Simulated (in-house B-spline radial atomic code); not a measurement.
**RPA and G0W0 on SCAN: Ti7+**

Configuration [Ne] 3s2 3p3, highest spin, mean-field start SCAN. Computed with an all-electron radial atomic-structure program (B-spline basis): all electrons, scalar-relativistic (spin-free one-electron X2C), finite nucleus, each spin shell either full or empty, empty states to l = 9 with an (l + 1/2)⁻⁴ tail; G0W0 by contour deformation at full frequency.

Command:
```bash
python run_gw.py task.json out
```
Settings (radii: box in bohr, nucleus in fm):
```
Z                        22
electrons                15
configuration            [Ne] 3s2 3p3
hamiltonian              x2c
method                   scan,scan
lmax                     9
rms_radius               3.5921
spin_polarised           True
box_radius               8.41
intervals                67
```

Time taken, with all properties: 1.4 s on 1 thread of Arm Neoverse V2, with other jobs on the host.

Energies (hartree):

```tsv
term	value
mean-field total	-837.20180
Hartree-Fock functional on these orbitals	-836.49186
direct second order	-1.0988
second-order exchange	0.39994
SOSEX correction	0.36394
```

What is the RPA correlation energy, and what remains with SOSEX?

RPA gives -0.97164 hartree (-1.76 eV per electron); RPA + SOSEX gives -0.6077, and the second-order doubles -0.69884 hartree (no singles). SOSEX takes back 37 % of the RPA value.

Quasi-particle levels (eV):

| level | occupied | mean field | Σx - vxc | Σc | QP weight | G0W0 |
| --- | --- | --- | --- | --- | --- | --- |
| 3p up | yes | -158.86 | -10.18 | ? | ? | ? |
| 3s down | yes | -176.28 | -7.51 | -3.41 | 0.962 | -187.21 |
| 2p down | yes | -586.53 | -34.22 | 7.15 | 0.941 | -613.60 |
| 3p down | no | -149.82 | 12.15 | -3.52 | 0.957 | -141.19 |

G0W0 = mean field + (Σx - vxc) + Σc, with Σc (partial-wave tail included) taken at the quasi-particle energy. Only the outer levels were computed. Levels of low weight are left out.

Where does G0W0 put 3p up?

At -169.30 eV, with Σc = -0.25 eV and a quasi-particle weight of 0.957. The tabulated removal energy is 170.5 ± 0.4 eV (NIST, semi-empirical); the calculation leaves out spin-orbit coupling, Breit and QED terms, and what these don't explain is the method's own error.
